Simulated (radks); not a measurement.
The bismuth anion Bi3-, [Rn], held by a Watson sphere: a shell of charge +3 at radius R that stands for the Madelung well of a crystal (potential energy -3/R inside, -3/r outside, in hartree with lengths in bohr). Method: scalar-relativistic Kohn-Sham, LDA (Slater exchange, VWN5 correlation), spin-unpolarised, spherical densities, finite nucleus; Fermi nuclear charge, rms radius of each element as measured or else 0.836 A^(1/3) + 0.57 fm; computed with a radial shooting solver on a logarithmic mesh with Libxc functionals. Response by self-consistent Sternheimer equations with the Hartree and adiabatic LDA kernel, the relativistic mass of each level held fixed and spin-orbit coupling left out. The sphere does not respond.

R (bohr)	e(5d) (eV)	e(6s) (eV)	e(6p) (eV)	<r> 6p (bohr)	sum of <r^2> (bohr^2)	X-ray form factor at sin(theta)/lambda = 0.3 1/angstrom	alpha (bohr^3)
2.71	-27.191	-16.396	-6.808	2.914	102.1	62.181	58.44
3.67	-25.226	-13.955	-5.365	3.301	120.0	62.340	104.6
5	-24.145	-12.230	-3.788	3.812	147.7	62.397	230.4
5.18	-24.055	-12.087	-3.621	3.877	151.7	62.399	254.8
5.51	-23.910	-11.859	-3.341	3.995	159.3	62.402	305.5
6.35	-23.626	-11.434	-2.756	4.285	179.8	62.407	475.8
6.57	-23.567	-11.350	-2.628	4.359	185.5	62.409	532.4
